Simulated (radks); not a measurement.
Valence configurations of Re III (all share [Xe]). All-electron calculation, Dirac Kohn-Sham, LDA (Slater exchange, Perdew-Wang correlation), spin-unpolarised, spherical densities, finite nucleus; open shells are shared between the two j in proportion to 2j + 1; Fermi nuclear charge, rms radius 5.3698 fm. Program: a radial shooting solver on a logarithmic mesh with Libxc functionals. Energies are relative to 4f14 5d5; eigenvalues in eV.

valence,E (eV),e(4f5/2),e(4f7/2),e(5d3/2),e(5d5/2),e(6p1/2)
4f14 5d5,0.000,-60.616,-58.099,-22.318,-21.327,-
4f14 5d4 6p1,8.882,-65.327,-62.809,-25.782,-24.705,-16.270
4f13.5 5d5 6s0.5,20.787,-67.179,-64.613,-24.230,-23.146,-
4f13 5d5 6s1,44.474,-73.987,-71.371,-26.229,-25.048,-
4f13 5d5 6p1,51.805,-75.458,-72.842,-27.508,-26.309,-16.594
4f12 5d6 6s0.5 6p0.5,99.609,-85.290,-82.574,-28.558,-27.244,-16.482
4f12 5d5 6s1 6p1,108.95,-89.769,-87.050,-31.760,-30.362,-17.793
4f12 5d5 6s0.5 6p1.5,112.96,-90.488,-87.770,-32.386,-30.980,-18.154
4f12 5d5 6p2,117.00,-91.198,-88.480,-33.002,-31.586,-18.502
4f12 5d4.5 6p2.5,124.67,-93.828,-91.108,-34.900,-33.438,-19.270

NIST lists [Xe] 4f14 5d5 as the ground configuration; this level of theory agrees among the configurations tried. The energies are those of spherical spin-averaged densities, not of single terms.
